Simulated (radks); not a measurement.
Initial-state core-level shifts of the hafnium ion Hf+ when its valence configuration changes from [Xe] 4f14 5d1 6s2. Method: scalar-relativistic Kohn-Sham, BLYP, spin-unpolarised, spherical densities, finite nucleus; Fermi nuclear charge, rms radius 5.347 fm; computed with a radial shooting solver on a logarithmic mesh with Libxc functionals. Shifts are changes of the shell-averaged eigenvalues in eV (positive: less bound); the change of the density at the nucleus, which sets a Mossbauer isomer shift, is in e/bohr^3, on a base of 1.283e+06.

valence                    1s       3s       4d      5p  density at nucleus
4f14 5d1 6s1 6p1       -1.495   -1.477   -1.482  -1.444               -70.1
4f14 5d1.5 6s1.5       +1.169   +1.198   +1.211  +1.123               -43.9
4f13 5d2 6s2           -8.681  -10.468   -9.219  -3.464               +70.5
4f14 5d3               +4.102   +4.218   +4.271  +4.006              -155.9
4f14 5d2 6s1           +2.245   +2.302   +2.329  +2.169               -84.2
4f14 6s2 6p1           -4.120   -4.156   -4.187  -3.904               +26.8
4f13 5d1 6s2 6p1      -12.978  -14.813  -13.575  -7.458               +99.1
4f14 5d1.5 6s0.5 6p1   -0.301   -0.255   -0.246  -0.305              -113.0
4f12 5d3 6s2          -17.976  -21.818  -18.936  -6.792              +146.1
